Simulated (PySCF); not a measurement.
A run for PySCF: D3(BJ) and D4 dispersion corrections on C2H5F (a complex), monomers drawn apart or pushed together.

```python
from pyscf import gto
from pyscf.dispersion import dftd3, dftd4

mol = gto.M(
    atom='''
    F    -0.23388643    0.85647079    0.58511113
    H    -0.16839628    0.55535679    1.46867864
    C    -0.48208128   -0.03895015    4.48313458
    C     0.56003015   -0.79290164    4.15037466
    H    -0.35943127    0.98069265    4.82786305
    H    -1.49638897   -0.41600291    4.43217940
    H     0.43794672   -1.81555551    3.81444879
    H     1.57494395   -0.41881802    4.21018563
    ''',
    basis='def2-svp',
    charge=0, spin=0, verbose=0, max_memory=1800)
d3, d4 = {}, {}
for xc in ['hf', 'pbe', 'blyp', 'revpbe', 'tpss', 'r2scan', 'b3lyp', 'pbe0', 'bhlyp', 'camb3lyp', 'b2plyp']:
    d3[xc] = float(dftd3.DFTD3Dispersion(mol, xc=xc, version='d3bj', atm=False).get_dispersion()['energy'])
    print(f'D3(BJ) {xc:10s} {d3[xc]:14.8f} Eh')
for xc in ['hf', 'pbe', 'blyp', 'revpbe', 'tpss', 'r2scan', 'b3lyp', 'pbe0', 'bhlyp', 'camb3lyp', 'b2plyp']:
    d4[xc] = float(dftd4.DFTD4Dispersion(mol, xc={'camb3lyp': 'cam-b3lyp'}.get(xc, xc), atm=True).get_dispersion()['energy'])
    print(f'D4     {xc:10s} {d4[xc]:14.8f} Eh')
```

The log:

```
D3(BJ) hf            -0.02668809 Eh
D3(BJ) pbe           -0.00303965 Eh
D3(BJ) blyp          -0.00612059 Eh
D3(BJ) revpbe        -0.00793851 Eh
D3(BJ) tpss          -0.00370461 Eh
D3(BJ) r2scan        -0.00086486 Eh
D3(BJ) b3lyp         -0.00496476 Eh
D3(BJ) pbe0          -0.00253429 Eh
D3(BJ) bhlyp         -0.00371756 Eh
D3(BJ) camb3lyp      -0.00215295 Eh
D3(BJ) b2plyp        -0.00219351 Eh
D4     hf            -0.00936208 Eh
D4     pbe           -0.00237960 Eh
D4     blyp          -0.00529261 Eh
D4     revpbe        -0.00865313 Eh
D4     tpss          -0.00319981 Eh
D4     r2scan        -0.00065402 Eh
D4     b3lyp         -0.00372674 Eh
D4     pbe0          -0.00199537 Eh
D4     bhlyp         -0.00250233 Eh
D4     camb3lyp      -0.00197702 Eh
D4     b2plyp        -0.00166051 Eh
```

The run finished.

Cost: roughly 0.020 core-seconds.
